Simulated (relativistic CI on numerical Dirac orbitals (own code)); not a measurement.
**Spin-allowed bands of a d2 ion in an octahedral site, by hand**

Problem. Take Δ = 23490 cm⁻¹ and B = 870 cm⁻¹ for a d2 ion in an octahedral site. Calculate the three spin-allowed bands.

Working.
1. The terms of highest spin are 3F (energy 0) and 3P (15B = 13050 cm⁻¹). Here the F term splits into A2 at +1.2Δ = 28188, T2 at +0.2Δ = 4698 and T1 at −0.6Δ = -14094 cm⁻¹.
2. The two T1 states mix through the element 0.4Δ: H = [[-14094, 9396], [9396, 13050]], with roots ½(H₁₁ + H₂₂) ∓ ½√[(H₂₂ − H₁₁)² + 4H₁₂²] = ½(-1044) ∓ ½(33014) = -17029 and 15985 cm⁻¹.
3. The ground term is 3T1 at -17029 cm⁻¹.
4. Bands: 3T2 21727 cm⁻¹ (460 nm), 3T1(P) 33014 cm⁻¹ (303 nm), 3A2 45217 cm⁻¹ (221 nm).

Check. Exact diagonalisation of the whole d2 shell with these parameters gives 3T2 21727, 3T1 33014, 3A2 45217 cm⁻¹. The match is exact, since without spin-orbit coupling no other term has this spin. The ratio of the second band to the first, 1.519, depends on Δ/B = 27.0 alone, which is how a Tanabe-Sugano diagram is read.
